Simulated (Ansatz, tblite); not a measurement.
Removing and adding an electron: SeS₂. Charge 0, multiplicity 1. Geometry: PBE0-D4/def2-TZVP. Ansatz, gas phase; energy differences of separate SCF runs; the oxidised species was run as a doublet alone; the reduced species was run as a doublet alone.

Cartesian coordinates in Å:
```
S -0.0698 0.8958 -1.4490
S 0.0697 0.5361 0.4178
Se 0.0001 -1.4318 1.0312
```

The xTB rows come from tblite. HOMO above LUMO, or a gap near zero within one spin, warns that the state may not be the lowest or that an electron is smeared out. The structure comes from a short search, and lower isomers may exist.

Task: Estimate orbital energies and vertical ionisation energies and electron affinities at: GFN1-xTB; GFN2-xTB; PBE-D4/def2-TZVP; PBE-D4/def2-TZVPD; r2SCAN-D4/def2-TZVP; r2SCAN-D4/def2-TZVPD; PBE0-D4/def2-TZVP; PBE0-D4/def2-TZVPD.

Result: 
```
               level  −HOMO (eV)  vertical IE (eV)  −LUMO (eV)  vertical EA (eV)  HOMO–LUMO gap (eV)  IE − EA (eV)                                     remarks
            GFN1-xTB       10.67             15.04        9.51              5.51                1.16          9.53                                           –
            GFN2-xTB       10.84             13.66       10.13              7.42                0.72          6.24                                           –
    PBE-D4/def2-TZVP        6.10              9.18        4.94                 –                1.17             –  gap within one spin near zero (+1 doublet)
   PBE-D4/def2-TZVPD        6.18                 –        5.01              2.23                1.17             –                HOMO above zero (-1 doublet)
 r2SCAN-D4/def2-TZVP        6.37              9.24        5.05                 –                1.32             –                                           –
r2SCAN-D4/def2-TZVPD        6.41                 –        5.09              2.40                1.32             –                HOMO above zero (-1 doublet)
   PBE0-D4/def2-TZVP        7.25              9.22        4.38                 –                2.87             –  spin-contaminated (⟨S²⟩ 0.93) (+1 doublet)
  PBE0-D4/def2-TZVPD        7.30                 –        4.44              2.51                2.86             –                                           –
```

Run but left out: HF/def2-TZVPP (singlet: restricted singlet, unstable towards broken spin symmetry); MP2/def2-TZVPP, CCSD/def2-TZVPP, CCSD(T)/def2-TZVPP (charge +1 doublet: ⟨S²⟩ 1.57, where a pure state has 0.75).   A HOMO above zero means that the electron is unbound at that level or that self-interaction error raises the level; the energy of removing that electron tells which. Raw xTB energy differences between charge states are shifted by several eV; the methods need an empirical correction for them.
